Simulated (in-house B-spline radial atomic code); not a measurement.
Configurations of neutral manganese, with energies counted from [Ar] 3d5 4s2. All numbers are computed (non-relativistic LC-wPBE, spin-polarised, spherical fractional occupations, exact exchange averaged over the configuration; point nucleus) with an all-electron radial atomic-structure program (B-spline basis), not measured. Shells without spins written out take the highest spin.

Occupations are held fixed; configurations that lie above the ionisation limit could autoionise.

| configuration | E - E(ref) (eV) | highest orbital | its <r> (bohr) |
| --- | --- | --- | --- |
| [Ar] 3d5 4s1 5d1 | 5.9819 | 5d up | 20.34 |
| [Ar] 3d4 4s2 4p1 | 8.8616 | 4p up | 3.575 |
| [Ar] 3d4 4s2 5s1 | 12.073 | 5s up | 8.131 |
| [Ne] 3s2 3p5 3d5 4s2 5s1 | 54.692 | 5s up | 8.072 |
| [Ne] 3s2 3p5 3d5 4s2 5p1 | 55.476 | 5p up | 10.51 |

(1) Order these further configurations by energy, lowest first.
A. [Ar] 3d6 4s1
B. [Ar] 3d5 4s1 4p1
C. [Ar] 3d4 4s2 5p1
D. [Ar] 3d5 4s1 4f1
E. [Ne] 3s2 3p5 3d5 4s2 5f1

Results:

(1) A (1.171 eV), B (1.7504 eV), D (5.9622 eV), C (12.851 eV), E (56.799 eV).
